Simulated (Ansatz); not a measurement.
[AlBr6]3- (AlBr₆³⁻). Total charge -3; singlet. Geometry r2SCAN-D4/def2-SVPD; atoms count from 1.

```xyz
7

Al    0.000    0.000    0.000
Br   -0.901    2.338   -0.715
Br    0.901   -2.337    0.716
Br    0.108    0.800    2.477
Br   -0.108   -0.800   -2.477
Br    2.441    0.827   -0.373
Br   -2.441   -0.827    0.374
```

A multiply charged anion in the gas phase is held together partly by the finite basis. The highest occupied level of the charge -3 singlet lies above zero (up to 4.79 eV). The electron is either unbound and held by the finite basis, or the level is raised by self-interaction error.

Estimate the Mulliken populations from the PBE0/def2-SVP orbitals of Ansatz.


```json
{"atom": "Al1", "charge (e)": "1.03"}
{"atom": "Br2", "charge (e)": "-0.67"}
{"atom": "Br3", "charge (e)": "-0.67"}
{"atom": "Br4", "charge (e)": "-0.67"}
{"atom": "Br5", "charge (e)": "-0.67"}
{"atom": "Br6", "charge (e)": "-0.67"}
{"atom": "Br7", "charge (e)": "-0.67"}
```
Mulliken values depend strongly on the basis.

And the Mayer bond orders between heavy atoms (over 0.3)?

Al1–Br2 0.53 (2.61 Å); Al1–Br3 0.53 (2.61 Å); Al1–Br4 0.53 (2.61 Å); Al1–Br5 0.53 (2.60 Å); Al1–Br6 0.53 (2.60 Å); Al1–Br7 0.53 (2.60 Å).
